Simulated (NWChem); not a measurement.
System: C2H5BO3; SMILES OB(C)C(=O)O

```xyz
11

C     -1.1641     1.7218     0.0029
B      0.0849     0.7900    -0.0001
O      1.3478     1.2439    -0.0033
C      0.0329    -0.8339     0.0004
O      1.0616    -1.4778     0.0038
O     -1.1677    -1.4137    -0.0035
H     -0.9020     2.7889    -0.0012
H     -1.8012     1.5041    -0.8712
H     -1.7945     1.5090     0.8830
H      1.9482     0.4768    -0.0036
H     -1.0225    -2.3753    -0.0029
```
Atoms are numbered in this order, from 1.

All runs: NWChem. Geometry: optimised at PBE0/def2-SVP.

For level Hartree-Fock/def2-SVPD:

```yaml
orbital gap (eV): 13.94
```

Estimate the same quantities for level Hartree-Fock/def2-TZVP.

orbital gap (eV): 14.43
